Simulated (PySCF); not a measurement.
[C6H6N2]-: g tensor and hyperfine couplings

Species: C₆H₆N₂ (charge -1 and doublet state).
Structure used (GFN2-xTB), in Å, numbered top down from 1:
```
atom  x, y, z in Å
C1     3.3499   -1.1346    0.4028
C2     2.2739   -0.5738    0.3496
C3     1.0298    0.0161    0.1826
C4     0.7479    1.1603   -0.5739
N5    -0.5327    1.4992   -0.5760
N6    -1.1843    0.5867    0.2844
C7    -2.4234    0.0694   -0.2527
C8    -0.2116   -0.3394    0.7870
H9     4.3053   -1.5261    0.6019
H10    1.4548    1.7505   -1.1419
H11   -2.2840   -0.6351   -1.0953
H12   -3.0251    0.9094   -0.6057
H13   -2.9645   -0.4527    0.5420
H14   -0.5366   -1.3306    1.0731
```

The species is `[H]/[C-]=[C]/c1cnn(C)c1` [radical] (charge -1).

The calculation used PySCF, UKS B3LYP, pcH-1 on C H N, non-relativistic, mean-field spin-orbit, GIAO. Whether the extra electron is bound in the gas phase wasn't checked; a finite basis holds it in any case. Couplings are sensitive to structure, and on GFN2-xTB geometries they can be far from those on DFT ones, by a factor of two or more for some ions and for spin on atoms past the first row. No stability test was run, so a lower SCF solution isn't excluded.

```json
{"g1, g2, g3": "2.00212, 2.00294, 2.00347", "g_iso": "2.00284", "Form of g": "rhombic: the two nearest values differ by 39 % of g3 − g1", "⟨S²⟩": "0.7574 (exact 0.7500)", "α and β electrons": "29, 28", "HOMO–LUMO gap, α and β orbitals": "2.53, 5.24 eV", "Total energy": "-341.64270 Eh"}
```

Isotropic coupling and dipolar principal values T1 to T3, in mT (MHz turned into mT with g_iso):

| atom | isotope | a_iso | T1 | T2 | T3 | Mulliken spin population |
| --- | --- | --- | --- | --- | --- | --- |
| C1 | 13C | 0.48 | -0.36 | -0.34 | 0.70 | 0.14 |
| C2 | 13C | -0.31 | -0.17 | -0.01 | 0.18 | 0.01 |
| C3 | 13C | -0.10 | -0.32 | -0.22 | 0.54 | 0.04 |
| C4 | 13C | -0.36 | -0.29 | 0.13 | 0.16 | -0.05 |
| N5 | 14N | 0.35 | -0.23 | -0.22 | 0.45 | 0.12 |
| N6 | 14N | 1.61 | -0.31 | -0.29 | 0.60 | 0.11 |
| C7 | 13C | 3.97 | -0.14 | -0.07 | 0.22 | 0.00 |
| C8 | 13C | 4.94 | -1.62 | -1.58 | 3.20 | 0.57 |
| H9 | 1H | -0.31 | -0.22 | 0.03 | 0.19 | 0.00 |
| H10 | 1H | 0.03 | -0.08 | 0.02 | 0.07 | 0.00 |
| H11 | 1H | 0.43 | -0.15 | -0.08 | 0.23 | 0.07 |
| H12 | 1H | -0.11 | -0.13 | -0.10 | 0.22 | 0.00 |
| H13 | 1H | 0.02 | -0.12 | -0.10 | 0.22 | 0.00 |
| H14 | 1H | -0.39 | -0.77 | -0.01 | 0.78 | -0.01 |

Largest spin populations (Mulliken): C8 (+0.57), C1 (+0.14), N5 (+0.12) and N6 (+0.11). The angles at C8 add up to 352.1°, so it is slightly pyramidal.

C2, the radical centre as drawn in `[H]/[C-]=[C]/c1cnn(C)c1`, holds a spin population of +0.01 out of 1.

Axes: g2 points within 12° of the C1–H9 bond and g3 points within 13° of the C8–H14 bond.

Under fast tumbling the dipolar parts average out, and these isotropic splittings remain: 1 × 14N (N6, I = 1, 3 lines) with 1.61 mT, 1 × 1H (H14, I = 1/2, 2 lines) with 0.39 mT, 1 × 14N (N5, I = 1, 3 lines) with 0.35 mT, 1 × 1H (H9, I = 1/2, 2 lines) with 0.31 mT, 3 × 1H (H11/H12/H13, I = 1/2, 4 lines) with 0.11 mT and 1 × 1H (H10, I = 1/2, 2 lines) with 0.03 mT.

Nuclei that the bonding pattern makes equivalent are averaged, as if the motion that swaps them (rotation, inversion, ring flip) were fast. The three 1H nuclei of mean +3.1 MHz run from -3.2 to 12.0 MHz in the frozen geometry.

The 13C coupling of C8 (138.4 MHz) shows only in satellite lines or after enrichment, since that isotope makes up about 1.07 % of natural carbon.

The spin density at the nucleus, in bohr⁻³, is negative for C4 (-0.0089), C2 (-0.0076) and C3 (-0.0026), for instance. A restricted open-shell determinant has no negative spin density anywhere; here it arises because α and β orbitals differ (spin polarisation).

The run took 66 s (grids of density and orbitals included) on one thread, Arm Neoverse V1 (aarch64), shared host with 32 logical CPUs at a one-minute load of 32, and the process peaked at 0.96 GiB of memory.
